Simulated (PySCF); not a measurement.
Cl$_{6}$W, charge -1, doublet, geometry from GFN2-xTB (such geometries of metal compounds can be far from the true shape) (the multiplicity is a formal guess) (core potentials on W).

Here is a job for PySCF.
```python
from pyscf import gto, scf, dft

mol = gto.M(
    atom='''
W     0.00000000    0.00000000   -0.00000000
Cl    2.07455780    0.87757364   -0.67268302
Cl    0.67918632    0.11721468    2.24753079
Cl   -0.67918632   -0.11721468   -2.24753079
Cl   -2.07455780   -0.87757364    0.67268302
Cl   -0.87255021    2.17774040    0.15010296
Cl    0.87255021   -2.17774040   -0.15010296
''',
    basis='def2-sv(p)',
    ecp={'W': 'def2-sv(p)'},
    charge=-1,
    spin=1,
    verbose=5,
)

mf = dft.UKS(mol)
mf.xc = 'pbe'
mf = mf.density_fit(auxbasis='def2-universal-jkfit')
mf.kernel()
```

Task: Predict the number of basis functions from DF-PBE/def2-SV(P) run with PySCF.

Result: 133

Task: Give the nuclear repulsion energy at the level DF-PBE/def2-SV(P).

Result: 971.0319 Eh

Task: What Mulliken (on the basis functions themselves) charges in atom order does DF-PBE/def2-SV(P) give?

Result: W1 0.54, Cl2 -0.26, Cl3 -0.26, Cl4 -0.26, Cl5 -0.26, Cl6 -0.26, Cl7 -0.26

Task: Estimate the total energy that DF-PBE/def2-SV(P) returns for this input.

Result: -2826.697617 Ha

Task: What HOMO energy does DF-PBE/def2-SV(P) give?

Result: -0.79 eV

These values belong to the state on which the SCF converged, which isn't shown to be the lowest.
